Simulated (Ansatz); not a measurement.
The same atomization along the group F, Cl, Br.

Program: Ansatz. Geometries: PBE0-D4/def2-TZVP. ΔE: electronic, gas phase. CCSD(T)/CBS is the MP2 limit (def2-TZVPP, def2-QZVPP) plus CCSD(T) − MP2 in def2-TZVPP, frozen cores. Small cases extrapolate CCSD(T) itself. Functionals use def2-TZVPP. No spin–orbit coupling; open shells (•) take unrestricted orbitals. Spin–orbit coupling would lower the free atoms: a little for B, C, Cl, F, O, S; clearly for Br. For Br outer-core shells are correlated without core-valence functions, so the limit isn't a true one: a few kJ/mol of doubt a bond, and 10 to 20 or more in all where bonds break to atoms. Scalar relativity is left out up to krypton. One conformer a species, not always the lowest.

| reaction | ωB97X-V (kcal/mol) | PBE-D4 (kcal/mol) |
| --- | --- | --- |
| `COB(F)S` → B• + C• + F• + 4 H• + O• + S• | 865.7 | 885.0 |
| `COB(S)Cl` → B• + C• + Cl• + 4 H• + O• + S• | 821.2 | 839.9 |
| `COB(S)Br` → B• + C• + Br• + 4 H• + O• + S• | 804.6 | 824.0 |

Problem. Give the CCSD(T)/CBS values in the same order. (Best estimate.)

Solution. Computed: 862.4, 816.8, 803.0 kcal/mol.

Largest T1 diagnostic: 0.014, for B•.

Extrapolated directly: `COB(F)S` → B• + C• + F• + 4 H• + O• + S•; `COB(S)Cl` → B• + C• + Cl• + 4 H• + O• + S•.

For atomizations the MP2-based limit and the directly extrapolated one differ by several kJ/mol either way, and by 10 to 25 for some Ge, Se and Sn compounds, so smaller differences from it don't rank the levels.
